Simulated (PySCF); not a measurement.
Isomers of C6H13O2P, one GFN2-xTB conformer each. Single-point energies are computed at PBE0/pcSseg-1 (PySCF, gas phase, no added dispersion term), electronic only.

| SMILES | GFN2-xTB relative energy (kcal/mol) |
| --- | --- |
| COCP1CCOCC1 | 54.0 |
| C=CC[P@@](=O)(O)C(C)C | 5.6 |
| C=CC[P@@H](=O)CCOC | 36.3 |
| CC(=O)[P@@](C)(=O)C(C)C | 18.5 |
| CC(C)[P@](=O)(O)C1CC1 | 0.0 |
| CCCP(C)C(=O)OC | 41.6 |
| C=C(C)[P@](=O)(O)CCC | 5.0 |
| C=C(C)[P@H](=O)CCCO | 28.1 |

Conformers: `[CH3:1][O:2][CH2:3][P:4]1[CH2:5][CH2:6][O:7][CH2:8][CH2:9]1` with C1–O2–C3–P4 69°, O2–C3–P4–C5 70°, C3–P4–C5–C6 154°, P4–C5–C6–O7 -65°, C5–C6–O7–C8 66°, C6–O7–C8–C9 -66°; `[CH2:1]=[CH:2][CH2:3][P@@:4](=[O:5])([OH:6])[CH:7]([CH3:8])[CH3:9]` with C1–C2–C3–P4 -107°, C2–C3–P4–O5 -50°, C3–P4–O6–H -115°, C3–P4–C7–C8 71°; `[CH2:1]=[CH:2][CH2:3][P@@H:4](=[O:5])[CH2:6][CH2:7][O:8][CH3:9]` with C1–C2–C3–P4 108°, C2–C3–P4–O5 179°, C3–P4–C6–C7 -174°, P4–C6–C7–O8 -43°, C6–C7–O8–C9 163°; `[CH3:1][C:2](=[O:3])[P@@:4]([CH3:5])(=[O:6])[CH:7]([CH3:8])[CH3:9]` with C1–C2–P4–C5 -122°, C2–P4–C7–C8 173°; `[CH3:1][CH:2]([CH3:3])[P@:4](=[O:5])([OH:6])[CH:7]1[CH2:8][CH2:9]1` with C1–C2–P4–O5 -59°, C2–P4–O6–H 121°, C2–P4–C7–C8 89°; `[CH3:1][CH2:2][CH2:3][P:4]([CH3:5])[C:6](=[O:7])[O:8][CH3:9]` with C1–C2–C3–P4 61°, C2–C3–P4–C5 76°, C3–P4–C6–O7 25°, P4–C6–O8–C9 -176°; `[CH2:1]=[C:2]([CH3:3])[P@:4](=[O:5])([OH:6])[CH2:7][CH2:8][CH3:9]` with C1–C2–P4–O5 162°, C2–P4–O6–H 110°, C2–P4–C7–C8 -65°, P4–C7–C8–C9 -174°; `[CH2:1]=[C:2]([CH3:3])[P@H:4](=[O:5])[CH2:6][CH2:7][CH2:8][OH:9]` with C1–C2–P4–O5 4°, C2–P4–C6–C7 161°, P4–C6–C7–C8 66°, C6–C7–C8–O9 -52°, C7–C8–O9–H -66°.

**Question.** What does PBE0/pcSseg-1 give for the same structures?

**Answer.** 
```csv
SMILES,PBE0/pcSseg-1 E (Eh),PBE0/pcSseg-1 (kcal/mol),GFN2-xTB (kcal/mol),point group
C=C(C)[P@](=O)(O)CCC,-727.66761,0.0,5.0,C1
C=CC[P@@](=O)(O)C(C)C,-727.66623,0.9,5.6,C1
CC(C)[P@](=O)(O)C1CC1,-727.66460,1.9,0.0,C1
CC(=O)[P@@](C)(=O)C(C)C,-727.65640,7.0,18.5,C1
CCCP(C)C(=O)OC,-727.64065,16.9,41.6,C1
C=C(C)[P@H](=O)CCCO,-727.62023,29.7,28.1,C1
C=CC[P@@H](=O)CCOC,-727.59866,43.3,36.3,C1
COCP1CCOCC1,-727.59668,44.5,54.0,C1
```

GFN2-xTB puts CC(C)[P@](=O)(O)C1CC1 lowest instead; measured from each level's own lowest isomer, the values differ by up to 24.7 kcal/mol (CCCP(C)C(=O)OC: 41.6 against 16.9). As drawn, the lowest has an O–H bond, a P=O bond and a C=C bond outside aromatic rings, which the highest lacks. Neighbours under 2.5 kcal/mol apart (C=C(C)[P@](=O)(O)CCC and C=CC[P@@](=O)(O)C(C)C; C=CC[P@@](=O)(O)C(C)C and CC(C)[P@](=O)(O)C1CC1; C=CC[P@@H](=O)CCOC and COCP1CCOCC1) can change places with a better method, another conformer or zero-point energy.

**Question.** Which frontier levels, dipoles and rotational constants go with these structures?

**Answer.** 
| SMILES | HOMO (eV, PBE0/pcSseg-1) | LUMO (eV) | dipole (D) | A, B, C (MHz) |
| --- | --- | --- | --- | --- |
| C=C(C)[P@](=O)(O)CCC | -7.71 | -0.56 | 2.55 | 1678, 986.5, 859.9 |
| C=CC[P@@](=O)(O)C(C)C | -7.31 | 0.09 | 2.54 | 2163, 919.5, 885.0 |
| CC(C)[P@](=O)(O)C1CC1 | -7.50 | 1.04 | 2.78 | 1847, 1164, 1013 |
| CC(=O)[P@@](C)(=O)C(C)C | -6.92 | -1.33 | 1.31 | 1801, 1106, 999.5 |
| CCCP(C)C(=O)OC | -6.75 | -0.12 | 1.86 | 3035, 705.5, 637.7 |
| C=C(C)[P@H](=O)CCCO | -7.56 | -0.12 | 3.37 | 2627, 850.7, 773.6 |
| C=CC[P@@H](=O)CCOC | -7.08 | -0.04 | 3.11 | 2699, 762.8, 670.0 |
| COCP1CCOCC1 | -6.56 | 0.78 | 1.25 | 3188, 775.2, 695.0 |

**Question.** As an exercise, what shares would exp(−E/RT) give at 2000 K from these electronic energies alone (no entropy, no degeneracies)?

**Answer.** RT = 3.974 kcal/mol: C=C(C)[P@](=O)(O)CCC 38.3 %, C=CC[P@@](=O)(O)C(C)C 30.8 %, CC(C)[P@](=O)(O)C1CC1 23.8 %, CC(=O)[P@@](C)(=O)C(C)C 6.5 %, CCCP(C)C(=O)OC 0.5 %, C=C(C)[P@H](=O)CCCO under 0.1 %, C=CC[P@@H](=O)CCOC under 0.1 %, COCP1CCOCC1 under 0.1 %.
